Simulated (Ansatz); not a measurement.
```csv
atom,x (Å),y (Å),z (Å)
O,-0.0324,0.8727,-0.7324
H,-0.0169,1.5993,-0.0628
Cl,-0.0318,-0.4886,0.3044
```

Basis set: aug-cc-pVDZ (spherical functions). Left uncorrelated: 6 orbitals. Charge 0, multiplicity 1.

Computed with Ansatz (development build ahead of 0.2.0); each method stands on the lowest determinant of its kind that the runs found. Restricted open shells among the atoms or ions are ROHF, correlated in semicanonical orbitals with singles.

Give the atomization energy at this shape (free ground-state atoms in the same class of orbitals less the molecule, no zero-point energy) of singlet HClO by RHF-MP2, RHF.

```json
{"method": "RHF-MP2", "atomization energy": "643.0 kJ/mol"}
{"method": "RHF", "atomization energy": "331.1 kJ/mol"}
```
